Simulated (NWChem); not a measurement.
**ClTl**

SMILES: [Cl][Tl]
```xyz
2

Tl     0.0000     0.0000    -0.4371
Cl     0.0000     0.0000     2.0825
```
Charge 0, spin multiplicity 1.

Everything below was run with NWChem. Structure: optimised with PBE0/def2-SVP with def2 effective core potentials on Tl, a minimum by its harmonic frequencies.

Static limit.

Effective core potentials replace the inner electrons of Tl; spin-orbit coupling is left out. The structure started from a generated list of species.

Task: Give the polarisability tensor in bohr³ at LDA (SVWN5)/def2-SVPD with def2 effective core potentials on Tl, in the frame of the coordinates, and its isotropic mean.

Result: 
```
42.50   0.00   0.00
 0.00  42.50   0.00
 0.00   0.00  79.91
```
Mean (one third of the trace): 54.97 bohr³.
